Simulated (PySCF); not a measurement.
Input file for PySCF: R-MP2/6-31G* on CH8GeSi (SMILES C[SiH2][GeH3]), a point of a torsion scan.

```python
from pyscf import gto, scf, dft, mp
from pyscf.data.elements import chemcore

mol = gto.M(
    atom='''
    C    -1.58983400    0.69794002   -0.11638501
    Si   -0.35688111   -0.74081692    0.07403060
    Ge   -0.38044670   -2.06968239   -1.85277013
    H    -2.35466777    0.66946505    0.65385100
    H    -1.09153821    1.65983672   -0.04240771
    H    -2.09330597    0.66267062   -1.07975173
    H     0.99412330   -0.21335422    0.30001731
    H    -0.71388856   -1.55215370    1.24399636
    H    -1.72735637   -2.59782308   -2.25719998
    H     0.09227544   -1.39868382   -3.11062875
    H     0.46184307   -3.31000941   -1.80158144
    ''',
    basis='6-31g*',
    cart=True,
    charge=0, spin=0, verbose=3, max_memory=1800)
mf = scf.RHF(mol)
mf.conv_tol = 1e-8
mf.max_cycle = 100
mf.kernel()
if not mf.converged:
    mf = mf.newton().run(mf.mo_coeff, mf.mo_occ)
pt = mp.MP2(mf, frozen=chemcore(mol)).run()
```

Program output:

```
converged SCF energy = -2406.50579403067
E(RMP2) = -2406.9735136251  E_corr = -0.467719594421873
E(SCS-RMP2) = -2406.96154006071  E_corr = -0.455746030035054
```

Self-consistency was reached.

Cost: roughly 1.9 core-seconds.
